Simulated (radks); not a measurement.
Initial-state core-level shifts of the dysprosium ion Dy+ when its valence configuration changes from [Xe] 4f10 6s1. Method: scalar-relativistic Kohn-Sham, PBE, spin-polarised, spherical densities, point nucleus; open shells are filled with parallel spins first (spin-orbit coupling, left out, can overturn this in heavy ions); computed with a radial shooting solver on a logarithmic mesh with Libxc functionals. Shifts are changes of the shell-averaged eigenvalues in eV (positive: less bound).

[
 {"valence": "4f9 6s1 6p1", "1s": "-9.834", "4p": "-10.671", "5s": "-7.338", "5p": "-6.410"},
 {"valence": "4f11", "1s": "+5.671", "4p": "+6.324", "5s": "+4.448", "5p": "+3.844"},
 {"valence": "4f10 6p1", "1s": "-1.349", "4p": "-1.329", "5s": "-1.394", "5p": "-1.366"},
 {"valence": "4f10 5d1", "1s": "+1.576", "4p": "+1.624", "5s": "+1.796", "5p": "+1.688"},
 {"valence": "4f9 6s0.5 6p1.5", "1s": "-10.480", "4p": "-11.311", "5s": "-7.984", "5p": "-7.037"},
 {"valence": "4f9 5d1 6s1", "1s": "-6.292", "4p": "-7.085", "5s": "-3.688", "5p": "-2.965"},
 {"valence": "4f10.5 6s0.5", "1s": "+3.379", "4p": "+3.749", "5s": "+2.598", "5p": "+2.242"},
 {"valence": "4f9 6s2", "1s": "-8.678", "4p": "-9.517", "5s": "-6.204", "5p": "-5.316"},
 {"valence": "4f9.5 6s1.5", "1s": "-4.102", "4p": "-4.511", "5s": "-3.015", "5p": "-2.594"}
]
